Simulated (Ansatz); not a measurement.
Abridged output of a molecular run in Ansatz:

```
Functional definition: HF
1693 factors; integrals over basis functions are off by at most 1.0e-3 eV
mean field evaluation 1: about -40188.6286 eV, gradient 2.9e1 eV
mean field evaluation 2: about -40188.9867 eV, gradient 3.0e1 eV
mean field evaluation 4: about -40191.8074 eV, gradient 3.3e0 eV
mean field evaluation 8: about -40191.8608 eV, gradient 2.0e-1 eV
mean field -40191.86106693 eV, -1477.0236511878 hartree, gradient 3.0e-6 eV, S^2 0.000000; 0 other end points of the search recorded, 0 dependent functions left out
21 core orbitals not correlated: weight in the atoms' cores, before any rotation towards them, 1.000 or more for the frozen orbitals, at most 0.000 for the correlated occupied ones
reference -40191.86106693 eV, -1477.0236511878 hartree; 16, 16 occupied and 260, 260 virtual orbitals, 1693 factors
second order -21.56007186 eV of doubles, -0.00000000 eV of singles
cycle   1  -22.89622859 eV  change    -1.3e0 eV  update   9.9e-2
cycle   2  -23.48631860 eV  change   -5.9e-1 eV  update   2.9e-2
cycle   3  -23.56889625 eV  change   -8.3e-2 eV  update   1.2e-2
cycle   4  -23.56096523 eV  change    7.9e-3 eV  update   2.9e-3
cycle   5  -23.55970999 eV  change    1.3e-3 eV  update   1.1e-3
cycle   6  -23.55960313 eV  change    1.1e-4 eV  update   3.1e-4
cycle   7  -23.55952598 eV  change    7.7e-5 eV  update   1.0e-4
cycle   8  -23.55954009 eV  change   -1.4e-5 eV  update   3.4e-5
perturbative correction -0.99181829 eV, -0.0364486497 hartree
Total energy: -40216.41242531 eV, -1477.9258969667 hartree
```

Its atoms:

Z-matrix (Å, degrees):
```
C
Si 1 1.861
H 1 1.092 2 110.6
H 1 1.092 2 110.5 3 -119.9
H 1 1.093 2 110.4 3 120.1
S 2 2.151 1 111.6 3 60.7
H 2 1.484 1 111.5 3 179.5
H 2 1.491 1 110.7 3 -59.0
Si 6 2.121 2 94.3 1 -94.5
Cl 9 2.050 6 108.2 2 165.3
H 9 1.483 6 110.9 2 47.0
H 9 1.480 6 111.7 2 -76.3
```

Question: Which basis set was used?
A. def2-TZVPPD
B. def2-TZVPP
C. cc-pV(Q+d)Z
D. def2-SVPD

Answer: B. It gives 297 functions.

Question: Write the keys of the input that set method, charge and spin (a neutral closed shell needs none for the last two).

Answer: 
```yaml
correlation: {method: ccsd_t}
```
